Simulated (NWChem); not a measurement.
Molecule: BeNH₃; SMILES [NH2][BeH]

```xyz
5

Be    -0.0010    -0.9433     0.0000
H     -0.0037    -2.2789     0.0000
N     -0.0002     0.5607     0.0000
H     -0.0002     1.1528    -0.8246
H     -0.0002     1.1528     0.8246
```
Atoms are numbered in this order, from 1.

Coordinates come from a PBE0/def2-SVP optimisation.

 Unshifted, non-relativistic core excitations; the lowest 4 roots alone, so stronger bands may lie above.

Task: List the first N K-edge excitations from BHandHLYP/6-311G** (spherical d), restricted-window TDA (NWChem).

Result: 
```tsv
state	energy (eV)	dipole oscillator strength	leading excitation (squared amplitude)
S1	398.8	0.0043	1s of atom 3 or its equivalents → LUMO+1 (0.87)
S2	398.8	0.0004	1s of atom 3 or its equivalents → LUMO (0.96)
S3	398.8	0.0239	1s of atom 3 or its equivalents → LUMO+2 (0.94)
S4	399.9	0.0420	1s of atom 3 or its equivalents → LUMO+4 (0.90)
```
